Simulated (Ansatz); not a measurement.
Start from `[SH][GaH][SH]` and change one atom or group to get `[NH2][Ga]([SH])[SH]`.

Ansatz, PBE0-D4/def2-TZVP geometries, multiplicity 1. Each molecule was computed in one conformer, which needn't be the lowest.

Scalar relativity is left out up to krypton.

| property | `[SH][GaH][SH]` |
| --- | --- |
| HOMO energy (PBE0/def2-TZVPP) / eV | -7.59 |
| HOMO–LUMO gap (PBE/def2-TZVPP) / eV | 4.46 |
| size of the dipole moment (PBE/def2-TZVPP) / D | 0.63 |
| HOMO energy (PBE/def2-TZVPP) / eV | -6.40 |
| ideal-gas entropy at 298 K and 1 bar (rigid rotor, harmonic PBE0-D4/def2-TZVP) / J/(mol·K) | 318 |
| size of the dipole moment (B3LYP/def2-TZVPP) / D | 0.57 |

(1) Give the same properties after the change, and the shifts. (Best estimate.)

Answers

(1) The calculation gave: 
```json
{"property": "HOMO energy (PBE0/def2-TZVPP) / eV", "`[NH2][Ga]([SH])[SH]`": "-7.35", "shift": "0.24"}
{"property": "HOMO–LUMO gap (PBE/def2-TZVPP) / eV", "`[NH2][Ga]([SH])[SH]`": "4.67", "shift": "0.21"}
{"property": "size of the dipole moment (PBE/def2-TZVPP) / D", "`[NH2][Ga]([SH])[SH]`": "0.58", "shift": "-0.05"}
{"property": "HOMO energy (PBE/def2-TZVPP) / eV", "`[NH2][Ga]([SH])[SH]`": "-6.00", "shift": "0.40"}
{"property": "ideal-gas entropy at 298 K and 1 bar (rigid rotor, harmonic PBE0-D4/def2-TZVP) / J/(mol·K)", "`[NH2][Ga]([SH])[SH]`": "376", "shift": "58"}
{"property": "size of the dipole moment (B3LYP/def2-TZVPP) / D", "`[NH2][Ga]([SH])[SH]`": "0.55", "shift": "-0.02"}
```

With PBE0 the HOMO rises by 0.24 eV and the LUMO rises by 0.76 eV, so the gap widens by about 0.52 eV. PBE moves the HOMO by 0.40 eV and ωB97M-V by 0.09 eV. The zero-point energy changes by 47.2 kJ/mol with +6 modes. Dipoles are sizes alone; their direction can turn.

B3LYP here is the variant with VWN-RPA as its local correlation; programs differ in this.
